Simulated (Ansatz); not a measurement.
Frontier orbitals of GeH4SSi, SMILES `[SiH2]1[S][GeH2]1`.

Z-matrix (Å, degrees):
```
Si
Ge 1 2.295
S 1 2.129 2 61.9
H 1 1.482 2 120.5 3 -106.1
H 1 1.482 2 120.5 3 106.1
H 2 1.531 1 123.1 3 -95.0
H 2 1.531 1 123.1 3 95.0
```

Total charge 0; spin multiplicity 1. Correlated methods include outer-core shells of Ge, which these sets cover unevenly. Scalar relativity is left out up to krypton. All single points use the PBE0-D4/def2-TZVP geometry. Basis def2-TZVPP, the Gaussian-basis code of Ansatz.

```tsv
functional	HOMO (eV)	LUMO (eV)	gap (eV)
PBE	-6.12	-1.47	4.65
r2SCAN	-6.40	-1.19	5.21
PBE0	-7.24	-0.63	6.61
r2SCAN0	-7.39	-0.47	6.92
BHLYP	-8.06	0.25	8.31
ωB97M-V	-9.18	1.10	10.28
```

From PBE to PBE0 the HOMO moves by −1.12 eV and the LUMO by +0.85 eV, and with ωB97M-V by −3.06 and +2.57 eV, so the gap grows from 4.65 to 10.27 eV with exact exchange. A positive LUMO is unbound and depends on the basis.
